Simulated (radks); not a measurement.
The mean radii <r> (bohr) of the occupied orbitals of an atom or ion are listed with their occupations. Method: Dirac Kohn-Sham, PBE, spin-unpolarised, spherical densities, point nucleus; computed with a radial shooting solver on a logarithmic mesh with Libxc functionals.

| orbital | occ. | <r> |
|---|---|---|
| 1s1/2 | 2 | 0.02611 |
| 2s1/2 | 2 | 0.1117 |
| 2p1/2 | 2 | 0.09403 |
| 2p3/2 | 4 | 0.09992 |
| 3s1/2 | 2 | 0.2987 |
| 3p1/2 | 2 | 0.2887 |
| 3p3/2 | 4 | 0.3005 |
| 3d3/2 | 4 | 0.2714 |
| 3d5/2 | 6 | 0.2751 |
| 4s1/2 | 2 | 0.6946 |
| 4p1/2 | 2 | 0.7204 |
| 4p3/2 | 4 | 0.7479 |
| 4d3/2 | 4 | 0.8296 |
| 4d5/2 | 6 | 0.8399 |
| 5s1/2 | 2 | 1.706 |
| 5p1/2 | 2 | 1.935 |
| 5p3/2 | 3 | 2.014 |

Name the element and its charge. Open shells, if any, fill j = l - 1/2 first.

Answer. Z = 55, caesium, charge +2: Cs2+ in [Kr] 4d10 5s2 5p5. The 1s radius gives Z: for a bare nucleus <r> = (2 gamma + 1)/(2Z) with gamma = sqrt(1 - (Z/c)^2), 0.02574 bohr for Z = 55, and screening makes it slightly larger (0.02611 here). The occupations add up to 53, and the charge is Z minus that.
